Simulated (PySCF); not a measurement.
State search for ZnH

Unrestricted PBE0; basis Zn pcseg-1, H pcseg-1; no relativity; PySCF 2.14. Outer shells of the fragments: Zn 3d10 4s2; H 1s1.

Followed along the bond (rough minima from three points):

```
2Ms+1   unpaired  ⟨S²⟩ at the start  R at minimum (Å)  Te (eV)
    2        σ ↑               0.75              1.64     0.00
    4  σ ↑↑, π ↑               3.75  none in the scan   ≤ 7.46
```

Solutions found at the starting distance of 1.510 Å, counted from the lowest of them; the search is not exhaustive and high or unbound solutions are not listed, so other states can lie among these:

```json
{"2Ms+1": "2", "unpaired": "σ ↑", "term": "²Σ⁺", "E (eV)": "0.00", "⟨S²⟩": "0.75", "⟨Lz²⟩": "0.00", "μ (D)": "-0.97"}
{"2Ms+1": "4", "unpaired": "σ ↑↑, π ↑", "term": "⁴Π", "E (eV)": "7.87", "⟨S²⟩": "3.75", "⟨Lz²⟩": "1.01", "μ (D)": "1.81"}
```

A term symbol is given only where ⟨S²⟩ and ⟨Lz²⟩ are close to those of a pure state; real π, δ and φ orbitals otherwise mix terms. A positive dipole means Zn(−)H(+).

Counting both spins, an empty level lies below a filled one in some of these solutions, because spin and occupation are held.
